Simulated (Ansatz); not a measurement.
Reaction (redistribution): `[SiH3][O][Mg][SH]` + `[SiH3][O][SnH2][Cl]` → `[SiH3][O][Mg][O][SiH3]` + `[SH][SnH2][Cl]`

Program: Ansatz. Geometries: PBE0-D4/def2-TZVP. ΔE: electronic, gas phase. CCSD(T)/CBS adds triple-zeta CCSD(T) − MP2 to the extrapolated MP2 energy (def2 sets, frozen cores). Functionals use def2-TZVPP. def2 core potentials past Kr. For Mg, Sn outer-core shells are correlated without core-valence functions, which leaves a few kJ/mol of doubt a bond. Each species was taken in one conformer, which may not be the lowest.

```tsv
level	ΔE (kJ/mol)
PBE-D4	-42.1
revPBE	-44.3
BHLYP	-44.0
HF/def2-SVP	-50.2
CCSD(T)/def2-SVP	-46.2
HF/def2-TZVPP	-38.5
SCS-MP2/def2-TZVPP	-44.8
HF/def2-QZVPP	-39.1
```

**Question.** What does CCSD(T)/CBS give? (Best estimate.)

**Answer.** Computed: -46.5 kJ/mol. The listed levels differ from it by 4.4, 2.2, 2.5, -3.7, 0.3, 8.0, 1.7, 7.4 kJ/mol.

Largest T1 diagnostic among the species: 0.013.

In def2-TZVPP, CCSD(T) changes the Hartree–Fock value by −3.3 kJ/mol (the triples alone add +0.9 kJ/mol) and MP2 by −7.8 kJ/mol. Leaving LDA and LC-ωPBE aside and taking each functional with its dispersion term where it has one, the values, not all of them listed here, spread over 6.5 kJ/mol, from B2PLYP to B97M-V.
